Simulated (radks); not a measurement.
Isoelectronic series with 4 electrons, all held in the configuration [He] 2s2, which need not be the ground one along the series. All-electron calculation, scalar-relativistic Kohn-Sham, PBE, spin-unpolarised, spherical densities, point nucleus. Program: a radial shooting solver on a logarithmic mesh with Libxc functionals. Total energies (hartree) and mean radii <r> (bohr):

ion    E (hartree)      2s       1s
Be       -14.63287   2.603   0.4208
C2+      -36.47795   1.361   0.2701
O4+      -68.35794  0.9308   0.1986
Ne6+    -110.28854  0.7083   0.1570
Mg8+    -162.29736  0.5718   0.1297
Si10+   -224.41988  0.4794   0.1105
S12+    -296.69892  0.4126  0.09615
Ar14+   -379.18463  0.3620  0.08508
Ca16+   -471.93461  0.3224  0.07627
Ti18+   -575.01406  0.2905  0.06909
Cr20+   -688.49605  0.2642  0.06311
Fe22+   -812.46172  0.2422  0.05807
Ni24+   -947.00058  0.2234  0.05374
Zn26+  -1092.21087  0.2073  0.05000
Ge28+  -1248.19987  0.1933  0.04672
Se30+  -1415.08435  0.1810  0.04383
Kr32+  -1592.99097  0.1700  0.04125
Sr34+  -1782.05682  0.1603  0.03895
Zr36+  -1982.42997  0.1515  0.03687
Mo38+  -2194.27006  0.1436  0.03498
Ru40+  -2417.74898  0.1364  0.03327
Pd42+  -2653.05163  0.1298  0.03170
Cd44+  -2900.37679  0.1238  0.03025
Sn46+  -3159.93796  0.1182  0.02892
